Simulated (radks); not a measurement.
Values are calculated unless marked as measured or tabulated.
Problem. The mean radii <r> (bohr) of the occupied orbitals of an atom or ion are listed with their occupations. Level of theory: Dirac Kohn-Sham, LDA (Slater exchange, Perdew-Wang correlation), spin-unpolarised, spherical densities, point nucleus (a radial shooting solver on a logarithmic mesh with Libxc functionals).

orbital      occ.      <r>
1s1/2           2  0.06367
2s1/2           2   0.2937
2p1/2           2   0.2583
2p3/2           4   0.2612
3s1/2           2   0.8990
3p1/2           2   0.9516
3p3/2           4   0.9605
3d3/2         1.6    1.277
3d5/2         2.4    1.283
4p1/2    0.666667    4.063
4p3/2     1.33333    4.100

Name the element and its charge. Open shells, if any, are shared by 2j + 1.

Solution. Z = 24, chromium, charge 0: Cr in [Ar] 3d4 4p2. The 1s radius gives Z: for a bare nucleus <r> = (2 gamma + 1)/(2Z) with gamma = sqrt(1 - (Z/c)^2), 0.06186 bohr for Z = 24, and screening makes it slightly larger (0.06367 here). The occupations add up to 24, and the charge is Z minus that.
